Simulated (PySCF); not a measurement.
Electronic structure of I- (iodine, charge -1) at the BP86 level

Configuration: [Xe], closed-shell 1S. All numbers are calculated (PySCF 2.14, scalar relativity through the core potential, in def2-QZVPPD with the def2 core potential (28 electrons) (8s7p5d4f1g, 91 functions)).

* Total energy: -297.9389 hartree
* One-electron energy: -524.7195 hartree
* Hartree (Coulomb) energy: 249.3193 hartree
* Exchange-correlation energy: -22.5387 hartree
* ⟨S²⟩: 0.0000
* ⟨L²⟩: 0.000
* Sum of ⟨r⟩: 35.86 bohr
* Sum of ⟨r²⟩: 77.32 bohr²

| shell | electrons | mean orbital energy (eV) | rms radius, mean of both spins (bohr) |
| --- | --- | --- | --- |
| 4s | 2 | -172.80 | 0.792 |
| 4p | 6 | -120.00 | 0.851 |
| 4d | 10 | -42.122 | 0.993 |
| 5s | 2 | -10.104 | 2.13 |
| 5p | 6 | -0.175 | 2.97 |

Energies and moments cover only the electrons outside the core potential. The outer electron is barely bound at this level, so radii and moments hang on the diffuse functions.
